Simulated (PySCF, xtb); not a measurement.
CHCl2, SMILES [CH](Cl)Cl (connectivity only; charge and spin as stated), charge +1, multiplicity 1.

GFN2-xTB run with xtb 6.7.1 at its own geometry gives an orbital gap of 2.52 eV.

The structure is a stationary point at r2SCAN-D4/def2-TZVP. The multiplicity is an assumed one; other spin states were not compared. The isomer is the one that the SMILES or the coordinates give; other isomers of the formula were not compared.

### Question
What does PySCF with PBE/def2-TZVPD give? (The exact figures need the calculation; the answer reports its results.)

### Answer
gap 3.55 eV (levels -14.92 and -11.36 eV).
